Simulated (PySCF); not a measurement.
**Sr: interval between two levels**

Sr [Kr] 5s2 → Sr [Kr] 4d1 5s1 [3D3, M_J = 3], as a difference of total energies. Computed with PySCF 2.14 in x2c-SVPall-2c with one added diffuse shell each of s, d type (7s7p7d1f, 70 functions), with the two-component X2C-1e Hamiltonian. Correlated levels: [Ar] 3d10 frozen; the 6 highest virtual spinors dropped. "Screened" scales the spin-orbit matrix elements by Boettger's factors to mimic the two-electron term; Breit and QED terms are absent.

| method | interval between two levels (cm⁻¹) | error (cm⁻¹) |
| --- | --- | --- |
| GHF (spin-free) | 15069 | -3251 |
| GMP2 (spin-free) | 18547 | +228 |
| GHF (screened spin-orbit) | 15126 | -3193 |
| GMP2 (screened spin-orbit) | 18632 | +313 |

Reference: 18319 cm⁻¹ (measured; NIST Handbook of Basic Atomic Spectroscopic Data (Sansonetti and Martin, J. Phys. Chem. Ref. Data 34, 1559 (2005))).

The spin-free rows relax to the high-spin LS determinant and lack the spin-orbit shift.

Errors of the correlated levels include the incompleteness of this basis and the frozen core.

The labels give the starting determinants; with spin-orbit coupling the two ends relaxed to ⟨J²⟩ = 0.00, ⟨L²⟩ = 0.00, ⟨S²⟩ = 0.00 and ⟨J²⟩ = 12.00, ⟨L²⟩ = 6.01, ⟨S²⟩ = 2.01.
